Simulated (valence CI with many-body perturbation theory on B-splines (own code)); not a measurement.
Results of a calculation; reference values are marked as such.
**Sensitivity of CI+MBPT for Gd32+**

Method: valence CI with perturbative core correlation (CI+MBPT): four valence electrons over a frozen Dirac-Fock core [Ar] 3d10, a basis of 6 s, 6 p, 5 d, 3 f, 1 g functions for each j, with the one-electron correlation potential Σ1 (screened to all orders), the two-electron term Σ2, the three-electron term Σ3, Breit, model QED; selected single and double excitations, second order for the rest, scaled by the run's own slope (own B-spline code, finite nucleus).

The last digits are not significant, and no measured levels were compared; by estimate large intervals hold to a few tenths of a per cent, small ones and those within an open d or f shell to about a per cent.

The reference run has the lowest level (4s^2 4p1/2^2) J=0 and an ionisation energy of 1321.98 eV. Its largest variational space holds 9998 state functions.

Levels are named by their leading jj configuration (3d3/2^4 stands for four electrons in 3d with j = 3/2), which in mixed levels can hold well under half, so a name can repeat and another be missing. Letters in brackets count levels of one name in rising energy.

Changed runs:
A. factor on the speed of light 1 → 100; QED terms on → off
B. screening of Σ1 on → off
C. averaging of valence orbitals over low configurations on → off
D. correlating orbitals by l 3 3 3 2 1 → 0 0 0 0 0 (bad on purpose)

Excitation energies of the reference run in cm⁻¹, and shifts in cm⁻¹:

```csv
Level,Reference,A,B,C,D
(4s^2 4p1/2 4p3/2) J=1,322553,-322543,+92,+2.8,-353
(4s^2 4p1/2 4p3/2) J=2,350084,,+93,+1.2,+103
(4s^2 4p3/2^2) J=2,693342,,+185,+3.2,-57
(4s^2 4p3/2^2) J=0,754420,-648808,+185,+1.7,+664
(4s 4p1/2^2 4p3/2) J=2,899766,-491684,+97,+5.4,-589
(4s 4p1/2^2 4p3/2) J=1,994677,-469143,+98,+3.0,+187
(4s 4p1/2 4p3/2^2) J=2 [a],1195870,-670337,+178,+7.7,-934
(4s 4p1/2 4p3/2^2) J=3,1250210,-724676,+179,+5.9,-414
(4s^2 4p1/2 4d3/2) J=2,1266490,,+84,+0.9,-68
(4s 4p1/2 4p3/2^2) J=0,1308080,-729140,+185,+5.4,+202
(4s 4p1/2 4p3/2^2) J=1 [a],1330850,-751905,+170,+4.2,+123
(4s 4p1/2 4p3/2^2) J=1 [b],1370490,-672622,+167,+3.1,+643
Ionisation energy (eV),1321.98,-48.98,+0.08,+0.00051,-0.16
```

A blank means that the level has no clear partner in that run.
